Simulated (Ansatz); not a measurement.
(H2Ga-mu-Cl)2 (Ga2H4Cl2). Charge 0, multiplicity 1. Geometry PBE-D4/def2-SVP, basis def2-TZVP, Ansatz.

```json
{"run": "A", "HOMO (eV)": "-8.68", "LUMO (eV)": "-0.79"}
{"run": "B", "HOMO (eV)": "-11.19", "LUMO (eV)": "1.08"}
{"run": "C", "HOMO (eV)": "-7.17", "LUMO (eV)": "-1.78"}
{"run": "D", "HOMO (eV)": "-8.46", "LUMO (eV)": "-0.99"}
{"run": "E", "HOMO (eV)": "-7.52", "LUMO (eV)": "-1.44"}
{"run": "F", "HOMO (eV)": "-7.14", "LUMO (eV)": "-1.64"}
```

LC-ωPBE has ω = 0.4 bohr⁻¹.

Task: The runs used LC-ωPBE, PBE, PBE0, r2SCAN, r2SCAN0, revPBE. Estimate which is which.

Result: A r2SCAN0 (25 % exact exchange); B LC-ωPBE (range-separated); C PBE (0 % exact exchange); D PBE0 (25 % exact exchange); E r2SCAN (0 % exact exchange); F revPBE (0 % exact exchange). Exact exchange lowers occupied and raises empty levels; among semilocal functionals meta-GGAs tend to open the gap a little, and such runs are hard to tell apart. The gap grows from 5.38 eV (PBE) to 12.27 eV (LC-ωPBE).
